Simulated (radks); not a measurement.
All-electron atom: V IV in [Ne] 3s1.75 3p6 3d2.25 (fractional occupations, a model configuration).

Method: non-relativistic Kohn-Sham, r2SCAN, spin-unpolarised, spherical densities, point nucleus; meta-GGA in the generalised Kohn-Sham scheme; computed with a radial shooting solver on a logarithmic mesh with Libxc functionals.

Energy parts (hartree):
part                       energy
total                  -941.25997
kinetic                 940.49623
electron-nucleus      -2205.96316
Hartree                 368.26687
exchange-correlation    -44.05991

Orbitals (lengths in bohr, moments of r in powers of bohr; r(max) is where P^2 peaks):
| orbital | occ. | eigenvalue (hartree) | r(max) |
|---|---|---|---|
| 1s | 2 | -197.8052 | 0.04411 |
| 2s | 2 | -23.46956 | 0.2577 |
| 2p | 6 | -19.95498 | 0.2092 |
| 3s | 1.75 | -3.87542 | 0.8216 |
| 3p | 6 | -2.89378 | 0.8413 |
| 3d | 2.25 | -1.36078 | 0.8527 |

The highest occupied level is 3d at -37.029 eV. Virial ratio -V/T = 2.00081.
